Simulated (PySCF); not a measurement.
B(H)3 cation (BH3), SMILES B (connectivity only; charge and spin as stated), charge +1, multiplicity 2.

Geometry: r2SCAN-D4/def2-TZVPD. The spin state was assumed, not searched. The isomer is the one that the SMILES or the coordinates give; other isomers of the formula were not compared.

Computed with PBE/def2-TZVPD in PySCF.

The molecule is in vacuum.

Computed frontier levels, dipole moment and polarisability:
| Property | Value |
|---|---|
| α spin, highest occupied and lowest empty level | -16.49 and -11.82 eV |
| β spin, highest occupied and lowest empty level | -18.38 and -14.36 eV |
| dipole moment about the centre of nuclear charge | 1.15 D |
| mean static polarisability | 13.3 bohr³ (1.96 Å³) |
| polarisability, principal values | 10.3, 14.5, 15.0 bohr³ |
| ⟨S²⟩ | 0.753 (pure state 0.75) |
